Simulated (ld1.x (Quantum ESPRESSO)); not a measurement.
## Reading a pseudo-wave (potassium (K))

Columns: radius, all-electron u(r) and pseudo u(r) of the 3s shell (level -41.34 eV) of potassium in the configuration [Ne] 3s2 3p6 3d0 4s0 4p0; PBEsol, scalar-relativistic, PAW scheme, ld1.x (Quantum ESPRESSO) 7.5.

| r (bohr) | all-electron | pseudo |
| --- | --- | --- |
| 0.175 | -0.3405 | 0.3403 |
| 0.350 | -0.3896 | 0.6432 |
| 0.525 | 0.1420 | 0.8783 |
| 0.700 | 0.6221 | 1.0271 |
| 0.875 | 0.8937 | 1.0857 |
| 1.050 | 0.9814 | 1.0643 |
| 1.225 | 0.9502 | 0.9833 |
| 1.400 | 0.8564 | 0.8674 |
| 1.575 | 0.7379 | 0.7399 |
| 1.750 | 0.6168 | 0.6168 |
| 1.925 | 0.5046 | 0.5046 |
| 2.100 | 0.4063 | 0.4063 |
| 2.275 | 0.3232 | 0.3232 |
| 2.450 | 0.2547 | 0.2547 |
| 2.625 | 0.1993 | 0.1993 |
| 2.800 | 0.1550 | 0.1550 |
| 2.975 | 0.1200 | 0.1200 |
| 3.150 | 0.0926 | 0.0926 |
| 3.325 | 0.0712 | 0.0712 |
| 3.500 | 0.0546 | 0.0546 |
| 3.675 | 0.0418 | 0.0418 |
| 3.850 | 0.0319 | 0.0319 |
| 4.025 | 0.0242 | 0.0242 |
| 4.200 | 0.0184 | 0.0184 |
| 4.375 | 0.0140 | 0.0140 |
| 4.550 | 0.0106 | 0.0106 |

How many radial nodes do the two functions have?

The all-electron 3s function has n − l − 1 = 2 (the table is too coarse to show those close to the nucleus); the pseudo-wave has 0, since the states of the same l below it are removed with the core.

At about which radius was the pseudo-wave matched?

1.80 bohr, where the columns begin to agree (steps of 0.17 bohr).

Where does each function peak?

Outermost all-electron maximum near 1.05 bohr, pseudo maximum near 0.88 bohr (to the table’s step).

Is the pseudo-wave norm-conserving?

No, it belongs to a PAW set: the norm inside the radius is not constrained, and the difference is carried by the augmentation charge.
